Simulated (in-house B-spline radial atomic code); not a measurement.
Results of a calculation; reference values are marked as such.
Correlation energy from the adiabatic connection: −Z exp(−kr)/r, Z = 4.13, k = 0.568

Two electrons in a singlet, external potential −Z exp(−kr)/r, Z = 4.13, k = 0.568 (atomic units). Full CI in B-splines (partial waves to l = 8, correlation up to 0.6 % small) with the density held fixed gives W(λ) = <V_ee>_λ − U, and E_c is the integral of W(λ) − W(0) from 0 to 1.

```json
{"λ": "0", "W(λ) − W(0) (hartree)": "0.00000"}
{"λ": "0.02", "W(λ) − W(0) (hartree)": "-0.00189"}
{"λ": "0.05", "W(λ) − W(0) (hartree)": "-0.00470"}
{"λ": "0.12", "W(λ) − W(0) (hartree)": "-0.01120"}
{"λ": "0.25", "W(λ) − W(0) (hartree)": "-0.02305"}
{"λ": "0.4", "W(λ) − W(0) (hartree)": "-0.03635"}
{"λ": "0.6", "W(λ) − W(0) (hartree)": "-0.05349"}
{"λ": "0.8", "W(λ) − W(0) (hartree)": "-0.07001"}
{"λ": "1", "W(λ) − W(0) (hartree)": "-0.08592"}
```

Problem. Integrate the table by the trapezoid rule.

Solution. The strips give -0.00002, -0.00010, -0.00056, -0.00223, -0.00446, -0.00898, -0.01235, -0.01559, which sum to -0.04428 hartree. The direct value, W(1) − W(0) + T_c with T_c = 0.04160, is -0.04432; the curve is convex, so chords lie above it and the trapezoids fall short in size by 0.09 %.

Problem. Now use only three numbers: W(0) = -2.312, the initial slope W'(0) = -0.0945 (extrapolated from the first points) and the strong-coupling limit of the point-charge-plus-continuum model, W∞ = -3.2902. What do second-order theory and the interpolation W(λ) = W∞ + (W(0) − W∞)/√(1 + 2χλ) of Seidl, Perdew and Levy give?

Solution. Second order keeps the slope alone: E_c = W'(0)/2 = -0.04725, +7 % in size against -0.04432. Matching the slope fixes χ = W'(0)/(W∞ − W(0)) = -0.0945/(-0.97820) = 0.09661. Integrating, with s = √(1 + 2χ) = 1.092342, E_c = −(W(0) − W∞)(s − 1)/(s + 1) = −0.97820 × 0.092342/2.092342 = -0.04317 hartree, -2.6 % in size against the full result. At λ = 1 the formula gives W − W(0) = -0.08269 against -0.08592. Part of the miss can come from the model's W∞.
